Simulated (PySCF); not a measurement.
Computed shifts of a molecule CH4ClFOSi, KT2/pcSseg-1 (PySCF), GIAO, gas phase, atoms alike by connectivity averaged where their shifts nearly agree, in ppm (number of nuclei): ²⁹Si: -23.3 (1). ¹⁹F: -156.8 (1). ¹³C: 56.3 (1). ¹H: 5.58 (1), 4.21 (3). References: ²⁹Si against TMS (σ = 361.9 ppm); ¹⁹F against CFCl3 (σ = 127.1 ppm); ³⁵Cl against HCl (σ = 945.4 ppm); ¹⁷O against H2O (σ = 330.4 ppm); ¹³C against TMS (σ = 185.1 ppm); ¹H against TMS (σ = 31.47 ppm), references at their B3LYP-D3(BJ)/def2-TZVP geometries, non-relativistic (without spin–orbit terms, shifts of atoms bonded to Cl or Br come out too high). Geometry optimised at B3LYP-D3(BJ)/def2-SVP. One conformer was computed; it need not be the lowest.

Problem. Identify the compound among the candidates.
A) O[Si@@H](Cl)CF
B) CO[SiH](F)Cl
C) C[Si@](O)(F)Cl
D) OC[Si@@H](F)Cl

Solution. B, CO[SiH](F)Cl
